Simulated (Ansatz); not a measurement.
`FB([SiH3])Br` + `BN[SiH2]Cl` → `BN([SiH3])[SiH2]Cl` + `FBBr` at 400 K and 1 bar (cleavage of the Si–B bond).

Computed with Ansatz on PBE0-D4/def2-TZVP structures; ΔE is electronic, products minus reactants. CCSD(T)/CBS adds triple-zeta CCSD(T) − MP2 to the extrapolated MP2 energy (def2 sets, frozen cores). For Br outer-core shells are correlated without core-valence functions, which leaves a few kJ/mol of doubt a bond. Scalar relativity is left out up to krypton. One conformer a species, not always the lowest.

```tsv
species	CCSD(T)/CBS energy (Eh)	H − E (kJ/mol)	S (J/(mol·K))
`FB([SiH3])Br`	-2988.86296	111.6	368.9
`BN[SiH2]Cl`	-831.46864	179.9	353.2
`BN([SiH3])[SiH2]Cl`	-1121.76437	229.3	419.1
`FBBr`	-2698.59010	58.3	288.8
```

H − E and S are ideal-gas, rigid-rotor, harmonic terms from PBE0-D4/def2-TZVP, for one conformer and one mirror image of each species. 1 Eh = 2625.50 kJ/mol, R = 8.31446 J/(mol·K).

Task: By hand: ΔE, ΔH, ΔS and ΔG.

Result: ΔE = (-1121.76437) + (-2698.59010) − (-2988.86296) − (-831.46864) = -0.02287 Eh = -60.0 kJ/mol. Δ(H − E) = 229.3 + 58.3 − 111.6 − 179.9 = -3.9, so ΔH = -63.9 kJ/mol. ΔS = 419.1 + 288.8 − 368.9 − 353.2 = -14.2 J/(mol·K). ΔG = -63.9 − 400 × (-14.2)/1000 = -58.2 kJ/mol.

Task: By hand: the equilibrium constant, and the temperature at which ΔG would vanish if ΔH and ΔS stayed fixed.

Result: log₁₀ K = −ΔG/(RT ln 10) = 7.6. ΔG = 0 at ΔH/ΔS = 4500 K, far beyond where these terms or the molecules hold.

The number of gas molecules stays the same, so ΔS is small and ΔH decides. A doubt of 5 kJ/mol in ΔE shifts log₁₀ K by 0.7 here. Other conformers and mirror images would add mixing entropy, several J/(mol·K) or more a flexible species. Modes under 60 cm⁻¹, often nearly free rotors, make the harmonic entropy too high. These are equilibria of isolated gas molecules and say nothing of rates. Largest T1 diagnostic: 0.012 (customary marks: 0.02 for closed shells, 0.045 for open ones).
